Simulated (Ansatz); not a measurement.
```xyz
4

Li    1.3400    0.0000    3.8000
Li   -1.3400    0.0000    3.8000
Li    1.3400    0.0000    0.0000
Li   -1.3400    0.0000    0.0000
```

RHF on singlet Li4 was run in several spherical basis sets with Ansatz (development build ahead of 0.2.0). Caution for RHF: stretched shape with no unrestricted run beside it, a lower state can exist.

Q: Rank the basis sets by the total energy that they give, lowest first, with the distance from the lowest.
A. cc-pVDZ
B. 6-31G
C. def2-SVP

A: A (0.00 eV), B (0.19 eV), C (0.78 eV).

Totals follow the description of the cores as much as that of the bonds, so this order isn't one of quality for chemistry.
